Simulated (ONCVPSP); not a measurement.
## What one change does to a pseudopotential (lutetium, ONCV)

lutetium, optimised norm-conserving Vanderbilt (ONCV), made with ONCVPSP 4.0.1 (PBE, fully relativistic). Core [Kr] 4d10, reference 4f13 5s2 5p6 5d2 6s2. Waves: 5s+6s: rc 2.10 bohr, ncon 4, nbas 8, qcut 6.5 1/bohr, 2 projectors; 5p: rc 2.20 bohr, ncon 3, nbas 6, qcut 7.1 1/bohr, 2 projectors, debl 2.3 Ha; 5d: rc 2.00 bohr, ncon 4, nbas 7, qcut 5.1 1/bohr, 2 projectors, debl 3.7 Ha; 4f: rc 0.90 bohr, ncon 4, nbas 8, qcut 15.4 1/bohr, 2 projectors, debl 3.1 Ha. Local part: polynomial inside 0.75 bohr (lpopt 3, dvloc0 1 Ha). Core correction: Teter function, fcfact 3.25, rcfact 1.45.

Open shells are filled in proportion to 2j + 1.

Change: core correction Teter function, fcfact 2.7, rcfact 1.45.

Cutoffs: the cutoffs (Ha) at which the residual kinetic energy of the hardest occupied pseudo-wave falls to 1 and 0.1 mHa per electron; they do not see the model core or the augmentation charge, which bear on the density cutoff. Errors are all-electron minus pseudo energies relative to the spin-unpolarised reference configuration.

Task: How do hardness, ghosts and transferability respond?

Result: The potential gets neither clearly harder nor softer (290 Ha and 355 Ha → 290 Ha and 355 Ha); both files keep a bound ghost (s); of the 4 tests that both files solve, the error grows in 0 and shrinks in 1 by more than 15 % and 0.3 meV (median size 43.0 → 44.5 meV). A model core, the more so a compact one, raises the density cutoff, which this test does not measure.

| quantity | base | changed |
| --- | --- | --- |
| cutoff, loose | 290 Ha | 290 Ha |
| cutoff, tight | 355 Ha | 355 Ha |
| bound ghosts | s | s |
| GHOST(+) flags under 300 eV | p3/2 at 45.9 eV, p1/2 at 80.4 eV | p3/2 at 45.9 eV, p1/2 at 80.4 eV |
| error for 4f14 5s2 5p6 5d1 6s2, meV [ΔE -10.81 eV] | -5.4 | -3.8 |
| error for 4f14 5s2 5p6 5d1 6s1, meV [ΔE -3.44 eV] | +28 | +29 |
| error for 4f14 5s2 5p6 5d1 6s0, meV [ΔE 9.84 eV] | +70 | +71 |
| error for 4f14 5s2 5p6 5d2 6s1, meV [ΔE -7.81 eV] | +58 | +60 |
| s: phases at 2.14 bohr within 0.05 rad from the reference energy up to (Ha; the scan ends near 5) | to the end of the scan | to the end of the scan |
| p3/2: phases at 2.23 bohr within 0.05 rad from the reference energy up to (Ha; the scan ends near 5) | 1.7 | 1.7 |
| p1/2: phases at 2.23 bohr within 0.05 rad from the reference energy up to (Ha; the scan ends near 5) | 2.8 | 2.8 |
| d5/2: phases at 2.04 bohr within 0.05 rad from the reference energy up to (Ha; the scan ends near 5) | to the end of the scan | to the end of the scan |
| d3/2: phases at 2.04 bohr within 0.05 rad from the reference energy up to (Ha; the scan ends near 5) | to the end of the scan | to the end of the scan |
| f7/2: phases at 0.91 bohr within 0.05 rad from the reference energy up to (Ha; the scan ends near 5) | to the end of the scan | to the end of the scan |
| f5/2: phases at 0.91 bohr within 0.05 rad from the reference energy up to (Ha; the scan ends near 5) | to the end of the scan | to the end of the scan |
| rms error of d²Exc/dni dnj with the model core, mHa | 3.49 | 3.79 |

 A true bound ghost makes a file unfit for plane-wave use even where its test errors are small: the radial tests pick states by their node count and pass the ghost by.
